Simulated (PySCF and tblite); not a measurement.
The numbers below are computed, except where a source is named.
Stationary points of C$_{3}$H$_{5}$BN$_{2}$O$_{2}$ at GFN2-xTB, in Å:

Structure A

```
 1 O    -2.159    1.387    0.461
 2 B    -1.579    0.171    0.545
 3 O    -2.302   -0.879    1.021
 4 C    -0.089   -0.009    0.095
 5 C     0.828    0.937   -0.420
 6 C     1.986    0.240   -0.644
 7 N     1.740   -1.036   -0.275
 8 N     0.502   -1.201    0.170
 9 H    -3.070    1.393    0.759
10 H    -1.810   -1.700    1.045
11 H     0.635    1.975   -0.590
12 H     2.940    0.543   -1.026
13 H     2.373   -1.820   -0.307
```

Structure B

```
 1 O    -2.526    0.567   -0.519
 2 B    -1.616    0.121    0.364
 3 O    -2.017   -0.080    1.653
 4 C    -0.124   -0.097   -0.104
 5 C     0.977    0.759    0.139
 6 C     2.052    0.154   -0.458
 7 N     1.587   -0.989   -1.002
 8 N     0.283   -1.151   -0.797
 9 H    -3.404    0.674   -0.151
10 H    -1.356   -0.407    2.259
11 H     0.961    1.690    0.670
12 H     3.082    0.442   -0.531
13 H     2.102   -1.682   -1.522
```

Structure C

```
 1 O    -2.645   -0.340   -0.368
 2 B    -1.629    0.125    0.380
 3 O    -1.934    0.780    1.541
 4 C    -0.144   -0.087   -0.082
 5 C     1.035    0.338    0.586
 6 C     2.075   -0.077   -0.203
 7 N     1.516   -0.703   -1.261
 8 N     0.194   -0.715   -1.201
 9 H    -3.510   -0.159    0.003
10 H    -1.190    1.097    2.049
11 H     1.105    0.871    1.513
12 H     3.137    0.022   -0.095
13 H     1.987   -1.132   -2.042
```

Level: revPBE/pcSseg-1 + D3(BJ), IEF-PCM acetonitrile on GFN2-xTB stationary points, with GFN2-xTB thermal terms.

Q: Which structure is a saddle point, and along which motion?

A: B: one imaginary mode (47i cm⁻¹ at GFN2-xTB, mostly on O1, O3, C5), along the rotation about the B2–C4 bond (torsion O1–B2–C4–C5 from 0° to 180°, rising).

Q: Give their symmetry and energies above the lowest.

A: A Cs, 0.0 kcal/mol; B C1, 5.4 kcal/mol; C Cs, 1.8 kcal/mol.
